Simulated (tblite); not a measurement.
C₆H₁₂FGaSi.
Atom-mapped SMILES: `[CH2:1]=[C:2]([CH3:3])[Si@:4]1([F:5])[CH2:6][C@@H:7]([GaH2:8])[CH2:9]1` (hydrogens: H10, H11 on C1; H12, H13, H14 on C3; H15, H16 on C6; H17 on C7; H18, H19 on Ga8; H20, H21 on C9)

Computed with GFN2-xTB (tblite), gas phase: L-BFGS steps from a force-field or distance-geometry start until the largest atomic force falls under 0.01 eV/Å.

Step 84: E = -723.1908 eV
```
atom  x, y, z in Å  |  force x, y, z in eV/Å
C1     -2.8342   -1.4151    0.2623    0.029   0.029   0.003
C2     -2.0611   -0.3702   -0.0009    0.013   0.051  -0.010
C3     -2.5824    1.0352    0.0414   -0.041   0.053   0.014
Si4    -0.2291   -0.5889   -0.3920    0.039  -0.037   0.033
F5     -0.0467   -1.7925   -1.4744   -0.030  -0.026   0.022
C6      1.0331   -0.6791    1.0295    0.002   0.002   0.004
C7      1.7196    0.6129    0.5163   -0.042   0.039  -0.017
Ga8     3.6836    0.1663    0.1996    0.042  -0.004  -0.029
C9      0.9106    0.8799   -0.7889   -0.015   0.003  -0.022
H10    -2.4499   -2.4195    0.2482   -0.018  -0.023  -0.031
H11    -3.8806   -1.3042    0.5019   -0.006  -0.005  -0.016
H12    -3.6530    1.0612    0.2366    0.022  -0.054  -0.008
H13    -2.3861    1.5389   -0.9039   -0.008  -0.011   0.013
H14    -2.0764    1.5965    0.8264    0.011  -0.009  -0.020
H15     0.6669   -0.6064    2.0523    0.001  -0.014  -0.016
H16     1.6937   -1.5541    0.9738   -0.017  -0.008   0.023
H17     1.5518    1.4332    1.2216    0.001   0.029   0.012
H18     4.7423    1.0127   -0.6512   -0.024  -0.018  -0.004
H19     4.2253   -1.2125    0.7892    0.013   0.006  -0.008
H20     1.4965    0.7493   -1.7019    0.014  -0.002   0.011
H21     0.4674    1.8732   -0.8319    0.016   0.000   0.045
```

Step 85: E = -723.1917 eV
```
atom  x, y, z in Å  |  force x, y, z in eV/Å
C1     -2.8313   -1.4171    0.2560    0.022   0.023   0.005
C2     -2.0586   -0.3708   -0.0028   -0.005   0.040  -0.004
C3     -2.5813    1.0340    0.0443   -0.021   0.028   0.014
Si4    -0.2259   -0.5870   -0.3910    0.004  -0.025   0.031
F5     -0.0401   -1.7889   -1.4732   -0.026  -0.045   0.008
C6      1.0298   -0.6756    1.0348    0.011   0.011   0.000
C7      1.7170    0.6159    0.5217   -0.017   0.044  -0.019
Ga8     3.6785    0.1660    0.2001    0.044  -0.013  -0.031
C9      0.9140    0.8810   -0.7875   -0.019   0.005  -0.016
H10    -2.4475   -2.4220    0.2372   -0.020  -0.010  -0.030
H11    -3.8779   -1.3066    0.4959    0.002  -0.009  -0.019
H12    -3.6484    1.0616    0.2549    0.012  -0.061  -0.008
H13    -2.3978    1.5332   -0.9052   -0.008   0.009  -0.005
H14    -2.0627    1.5960    0.8196    0.015   0.012  -0.006
H15     0.6595   -0.6015    2.0557   -0.001  -0.013  -0.007
H16     1.6915   -1.5496    0.9829   -0.015  -0.016   0.024
H17     1.5476    1.4378    1.2242   -0.001   0.027   0.014
H18     4.7309    1.0037   -0.6653   -0.019  -0.013  -0.005
H19     4.2173   -1.2155    0.7851    0.017   0.005  -0.004
H20     1.5003    0.7458   -1.6998    0.029  -0.003   0.019
H21     0.4763    1.8762   -0.8337   -0.006   0.003   0.040
```

Step 86: E = -723.1925 eV
```
atom  x, y, z in Å  |  force x, y, z in eV/Å
C1     -2.8295   -1.4181    0.2507    0.010   0.017   0.003
C2     -2.0573   -0.3704   -0.0041   -0.012   0.013   0.004
C3     -2.5813    1.0338    0.0465    0.014  -0.005   0.004
Si4    -0.2238   -0.5861   -0.3887   -0.024  -0.008   0.014
F5     -0.0366   -1.7874   -1.4707   -0.023  -0.053   0.003
C6      1.0280   -0.6728    1.0392    0.021   0.019  -0.004
C7      1.7147    0.6191    0.5261    0.016   0.030  -0.014
Ga8     3.6759    0.1669    0.1996    0.035  -0.012  -0.032
C9      0.9163    0.8816   -0.7861   -0.016   0.004  -0.002
H10    -2.4473   -2.4240    0.2279   -0.017   0.009  -0.028
H11    -3.8766   -1.3082    0.4901    0.010  -0.010  -0.021
H12    -3.6452    1.0608    0.2684   -0.012  -0.057  -0.003
H13    -2.4073    1.5288   -0.9063   -0.011   0.027  -0.019
H14    -2.0528    1.5958    0.8138    0.017   0.035   0.013
H15     0.6554   -0.5990    2.0588   -0.005  -0.008   0.006
H16     1.6902   -1.5463    0.9893   -0.007  -0.020   0.022
H17     1.5437    1.4419    1.2274   -0.001   0.022   0.008
H18     4.7247    0.9966   -0.6780   -0.022  -0.012  -0.002
H19     4.2118   -1.2168    0.7812    0.021   0.002  -0.001
H20     1.5041    0.7420   -1.6969    0.034   0.000   0.022
H21     0.4841    1.8786   -0.8342   -0.028   0.006   0.027
```

**Question.** Estimate the geometry and energy of step 87. (The exact step hangs on the optimiser's Hessian estimate; all steps are aligned on step 86, rigid shifts and turns removed.)

**Answer.** E = -723.1931 eV, largest force 0.053 eV/Å
```
atom  x, y, z in Å  |  force x, y, z in eV/Å
C1     -2.8269   -1.4186    0.2466   -0.008   0.000  -0.002
C2     -2.0559   -0.3693   -0.0055   -0.010  -0.007   0.011
C3     -2.5809    1.0343    0.0484    0.034  -0.024  -0.001
Si4    -0.2221   -0.5858   -0.3872   -0.033   0.005  -0.003
F5     -0.0348   -1.7882   -1.4681   -0.020  -0.049   0.006
C6      1.0263   -0.6704    1.0429    0.025   0.021  -0.003
C7      1.7130    0.6219    0.5292    0.044   0.011  -0.002
Ga8     3.6739    0.1667    0.1974    0.007  -0.018  -0.016
C9      0.9178    0.8820   -0.7852   -0.009   0.004   0.013
H10    -2.4458   -2.4252    0.2193   -0.012   0.025  -0.025
H11    -3.8746   -1.3107    0.4852    0.013  -0.006  -0.020
H12    -3.6427    1.0595    0.2792   -0.014  -0.048  -0.001
H13    -2.4145    1.5258   -0.9073   -0.016   0.039  -0.020
H14    -2.0441    1.5965    0.8095    0.007   0.045   0.015
H15     0.6514   -0.5966    2.0615   -0.005  -0.001   0.007
H16     1.6880   -1.5445    0.9955   -0.001  -0.011   0.019
H17     1.5413    1.4458    1.2297    0.000   0.008  -0.004
H18     4.7174    0.9913   -0.6876   -0.011  -0.004  -0.010
H19     4.2070   -1.2181    0.7785    0.024   0.001  -0.001
H20     1.5076    0.7397   -1.6946    0.032   0.006   0.026
H21     0.4897    1.8806   -0.8331   -0.046   0.004   0.009
```

The energy changes by -0.0007 eV. The first-order estimate −F·Δx gives -0.0009 eV and the mean of the old and new forces, exact on a quadratic surface, -0.0007 eV. The step makes an angle of 78° with the force vector and moves no atom by more than 0.013 Å.

What follows is the cost of the whole relaxation. Hardware: Arm Neoverse V1, one thread, shared host with 32 logical CPUs at a one-minute load of 8.6. Cost: 2.3 s.
